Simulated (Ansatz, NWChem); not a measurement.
**Ansatz → NWChem**

Ansatz 0.2.0 runs this on GeH3Cl (chlorogermane):

molecule.yaml:
```yaml
crystal:
  periodic: [false, false, false]
  atoms:
    - {symbol: Cl, position_ang: [-2.863033, -0.981253, -0.579451]}
    - {symbol: Ge, position_ang: [-0.825433, -0.970053, -1.281351]}
    - {symbol: H, position_ang: [-0.826833, -0.299953, -2.658851]}
    - {symbol: H, position_ang: [-0.368233, -2.429853, -1.361351]}
    - {symbol: H, position_ang: [0.984500, 0.782900, 0.956700]}
basis:
  gaussian:
    orbitals: def2-TZVP
accuracy: high
hamiltonian:
  xc: {name: CAM-B3LYP}
output: {orbitals: {seedname: orbitals}}
```

```bash
$ ansatz run molecule.yaml --threads 1 --pin off --max-ram 3480MiB --events-out events.jsonl --progress --plain --runs-dir runs
```

The Ge2–H5 distance was set to 3.370 Å, away from the relaxed value.

It gives a total energy of -2539.011690 Eh.

Task: How is this level of theory, on these atoms, set up in NWChem 7.3.0 as an ASE script?

Result: For example:

a.xyz:
```
5

Cl    -2.863033    -0.981253    -0.579451
Ge    -0.825433    -0.970053    -1.281351
H     -0.826833    -0.299953    -2.658851
H     -0.368233    -2.429853    -1.361351
H      0.984500     0.782900     0.956700
```

run.py:
```python
from ase.io import read
from ase.calculators.nwchem import NWChem

system = read('a.xyz')

calc = NWChem(
    label='a',
    theory='dft',
    memory='2200 mb',
    basis='def2-TZVP',
    basispar='spherical bse',
    dft={'xc': 'xcamb88 1.00 lyp 0.81 vwn_5 0.19 hfexch 1.00', 'cam': '0.33 cam_alpha 0.19 cam_beta 0.46', 'mult': '1', 'grid': 'fine', 'convergence': 'energy 1e-08', 'direct': None, 'iterations': '100', 'mulliken': None},
    task='energy',
)
system.calc = calc

print("Total energy (eV):", round(system.get_potential_energy(), 6))
print("dipole (e A):", system.get_dipole_moment().round(4))
```

```bash
$ export ASE_NWCHEM_COMMAND="nwchem PREFIX.nwi > PREFIX.nwo"
$ python run.py
```

Its energy is -2539.011688 Eh, 0.002 mEh from the first.
